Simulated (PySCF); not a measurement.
Electron correlation in Bi²⁺ (bismuth, charge +2)

[Xe] 4f14 5d10 6s1 6p1 6d1, one real determinant (an excited configuration). Computed with PySCF 2.14 in aug-cc-pVTZ-PP with ECP60MDF, with a scalar-relativistic core potential. Frozen: 5s2 5p6 5d10; 3 electrons correlated.

| level | correlation energy (mhartree) |
| --- | --- |
| CCSD | -25.82 |
| (T) | -5.02 |
| CCSD(T) | -30.84 |

Diagnostics: T1 = 0.028, D1 = 0.0597, largest double amplitude 0.668.

**Question.** Is a single reference adequate?

**Answer.** Not fully. The real determinant used has ⟨L²⟩ near 8 against 12 for a pure F term, so it mixes terms. Spin-orbit coupling, absent here, splits the open shell strongly. The outer electron is Rydberg-like, and this basis confines it to a smaller radius and binds it less than a complete one would. A double-excitation amplitude exceeds 0.15, a sign of near-degeneracy.

The reference is one real determinant that mixes LS terms of this configuration.
